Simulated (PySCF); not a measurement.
Positional isomers: benzothiophene ethynyl+boryl. Isolated molecules, 0 K electronic values unless said otherwise. One relaxed conformer stands for each flexible species; it need not be the lowest. Strings in code marks are SMILES.

Quantity: electronic energy of isomers of C10H7BS relative to `Bc1cc2c(C#C)cccc2s1`, in kcal/mol.

Case: `Bc1cc(C#C)cc2sccc12`. Geometry of `c12c(c(B)cc(c2)C#C)ccs1` (neutral, multiplicity 1, Å):

```xyz
19

B     -0.2019    -2.2543    -1.4685
C     -0.0366    -1.0007    -0.5921
C      0.9010    -1.0149     0.4465
C      1.1177     0.0905     1.2973
C      2.0887     0.0210     2.3422
C      2.9148    -0.0421     3.2285
C      0.3690     1.2585     1.1058
C     -0.5710     1.2988     0.0792
S     -1.5961     2.6432    -0.3234
C     -2.3108     1.7457    -1.6159
C     -1.8075     0.4864    -1.7485
C     -0.7939     0.1926    -0.7795
H      0.4797    -3.2270    -1.2422
H     -0.9953    -2.2959    -2.3794
H      1.4938    -1.9171     0.6107
H      3.6464    -0.0990     4.0131
H      0.5294     2.1186     1.7588
H     -3.0858     2.2132    -2.2230
H     -2.1417    -0.2175    -2.5095
```

What is the computed electronic energy of isomers of C10H7BS relative to `Bc1cc2c(C#C)cccc2s1` (HF/3-21G // PBE0-D3(BJ)/def2-SVP (PySCF))?

5.62 kcal/mol.
